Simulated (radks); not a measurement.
Species: Bi LXXVIII. Configuration: [He] 2s2 2p2. Calculated with a radial shooting solver on a logarithmic mesh with Libxc functionals: scalar-relativistic Kohn-Sham, exchange-only LDA, spin-polarised, spherical densities, point nucleus; open shells are filled with parallel spins first (spin-orbit coupling, left out, can overturn this in heavy ions).

Normalised radial functions P(r) = r R(r), r in bohr:

r           1s up  2p down
0.0009274  2.2404   0.0251
0.001151   2.6117   0.0358
0.001417   3.0146   0.0502
0.001759   3.4800   0.0715
0.002165   3.9705   0.1003
0.002688   4.5157   0.1423
0.003309   5.0616   0.1989
0.004107   5.6271   0.2806
0.005056   6.1389   0.3890
0.006275   6.5919   0.5424
0.007726   6.9005   0.7403
0.009589   7.0274   1.0104
0.0119     6.8973   1.3570
0.01465    6.4883   1.7680
0.01819    5.7612   2.2681
0.02239    4.8111   2.7946
0.02779    3.6668   3.3340
0.03421    2.5535   3.7651
0.04246    1.5417   4.0136
0.05228    0.8138   3.9626
0.06489    0.3444   3.5534
0.07989    0.1191   2.8550
0.09915    0.0293   1.9646
0.1221     0.0053   1.1515
0.1515     0.0006   0.5283
0.188      0.0000   0.1827
0.2315     0.0000   0.0472
0.2873     0.0000   0.0076
0.3538     0.0000   0.0008
0.4391     0.0000   0.0000

1s up: eigenvalue -99877 eV, 0 radial nodes, <r> = 0.0158 bohr, 90 % of the charge inside 0.0289 bohr. 2p down (empty): eigenvalue -22150 eV, 0 radial nodes, <r> = 0.0582 bohr, 90 % of the charge inside 0.0945 bohr.
